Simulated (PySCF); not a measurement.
C₅H₉Br, singlet, geometry from GFN2-xTB. Base run: DF-PBE0/pcseg-0 in PySCF.

PySCF was given this input:
```python
from pyscf import gto, scf, dft

mol = gto.Mole()
mol.atom = '''
    C     1.34537930   -1.33312922    0.05780935
    C     0.43549442   -0.38020547    0.00588028
    Br    0.97477863    1.38553052   -0.54604161
    C    -1.02101888   -0.45681133    0.32330408
    C    -1.49991966   -1.83697002    0.76645490
    C    -2.99358343   -1.82162973    1.06849730
    H     1.09035010   -2.33329943    0.36010677
    H     2.37507951   -1.15442006   -0.19773890
    H    -1.24199064    0.27380030    1.10897463
    H    -1.58430449   -0.14414520   -0.56261314
    H    -0.95289406   -2.14327533    1.66035898
    H    -1.29752467   -2.56404948   -0.02254205
    H    -3.21655356   -1.11433879    1.86433344
    H    -3.56032311   -1.53406163    0.18563716
    H    -3.32720153   -2.80730405    1.38326405
'''
mol.basis = 'pcseg-0'
mol.verbose = 4
mol.max_memory = 1800
mol.build()

mf = dft.RKS(mol)
mf.xc = 'pbe0'
mf = mf.density_fit(auxbasis='def2-universal-jkfit')
mf.kernel()
```

The job was repeated with other settings on one machine. Differences are taken from the largest basis of the pcseg family in the series, which isn't the basis-set limit (pcseg-2: -2769.660162 Eh). The cheapest run took around 10 core-seconds (rough).

```tsv
setting	basis functions	cost, times the cheapest (rough)	difference in total energy (mEh)
pcseg-0	85	1	3708.01
pcseg-1	142	2	453.58
pcseg-2	319	5	reference
```

Times come from a shared machine, hold the start-up and are rough. Total energies converge more slowly with the basis than energy differences do.
